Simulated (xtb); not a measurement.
C2H6, charge +1, doublet, geometry from GFN2-xTB (a state made from the parent by changing its charge; the spin is typed, not shown lowest). Base run: GFN2-xTB (xtb).

xtb was given this input:
```
$ xtb mol.xyz --gfn 2 --chrg 1 --uhf 1 --json

# file mol.xyz
8

C     -0.71874859     0.13634016    -0.02510292
C      0.71874859    -0.13634016     0.02510292
H     -1.25610398    -0.58656361    -0.67710659
H     -0.97235396     1.16105611    -0.29217710
H     -1.23187435    -0.16588763     0.91394436
H      0.97235396    -1.16105611     0.29217710
H      1.25610398     0.58656361     0.67710659
H      1.23187435     0.16588763    -0.91394436
```

Variants of this job, named by their change:

```json
[
 {"change": "base", "ΔE vs base (kcal/mol)": "0.000", "G_solv (kcal/mol)": "-", "SCF cycles": "8"},
 {"change": "etemp = 3000", "ΔE vs base (kcal/mol)": "-4.04", "G_solv (kcal/mol)": "-", "SCF cycles": "8"},
 {"change": "gbsa = water", "ΔE vs base (kcal/mol)": "-66.2", "G_solv (kcal/mol)": "-66.47", "SCF cycles": "8"},
 {"change": "gbsa = chcl3", "ΔE vs base (kcal/mol)": "-57.23", "G_solv (kcal/mol)": "-57.28", "SCF cycles": "8"},
 {"change": "acc = 0.1", "ΔE vs base (kcal/mol)": "0.000", "G_solv (kcal/mol)": "-", "SCF cycles": "9"},
 {"change": "alpb = ch2cl2", "ΔE vs base (kcal/mol)": "-56.34", "G_solv (kcal/mol)": "-56.36", "SCF cycles": "8"},
 {"change": "alpb = water", "ΔE vs base (kcal/mol)": "-70.2", "G_solv (kcal/mol)": "-70.65", "SCF cycles": "8"},
 {"change": "etemp = 10000", "ΔE vs base (kcal/mol)": "-27.70", "G_solv (kcal/mol)": "-", "SCF cycles": "8"},
 {"change": "acc = 1000", "ΔE vs base (kcal/mol)": "0.001", "G_solv (kcal/mol)": "-", "SCF cycles": "4"},
 {"change": "alpb = benzene", "ΔE vs base (kcal/mol)": "-51.19", "G_solv (kcal/mol)": "-51.21", "SCF cycles": "8"}
]
```

ALPB and GBSA are two models with their own fitted parameters for each solvent, which aren't always the measured dielectric constant.
